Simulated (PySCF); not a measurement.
## Vibration and rotation of CsC

UHF-CCSD(T) constants of CsC, ⁴Σ⁻ (quartet), unpaired electrons σ ↑, π ↑↑ (Cs def2-TZVP with ECP46, C def2-TZVP; scalar-relativistic core potentials (PySCF 2.14); masses 132.9054 and 12.0000 u):

```
ωe           : 297.2 cm⁻¹
ωexe         : 1.56 cm⁻¹
Be           : 0.19635 cm⁻¹
αe           : 0.00149 cm⁻¹
De to Cs + C : 2.03 eV
```

Question: What force constant and bond length do these constants imply?

Answer: Reduced mass μred = 11.006 u; k = 5.8918×10⁻⁷·μred·ωe² (u, cm⁻¹, mdyn/Å) = 0.573 mdyn/Å; Re = √(16.8576/(μred·Be)) (u, cm⁻¹, Å) = 2.793 Å.

Question: Estimate the centrifugal constant D from the Kratzer relation and find the Dunham coefficient a1.

Answer: D = 4Be³/ωe² = 3.43e-07 cm⁻¹; a1 = −1 − αeωe/(6Be²) = -2.91.

Correlated steps freeze 1 core orbital. These are scalar-relativistic numbers at best; spin–orbit coupling would shift them, the dissociation energy most. The state is the lowest determinant that a PBE0 search found; another state may lie lower at other levels.
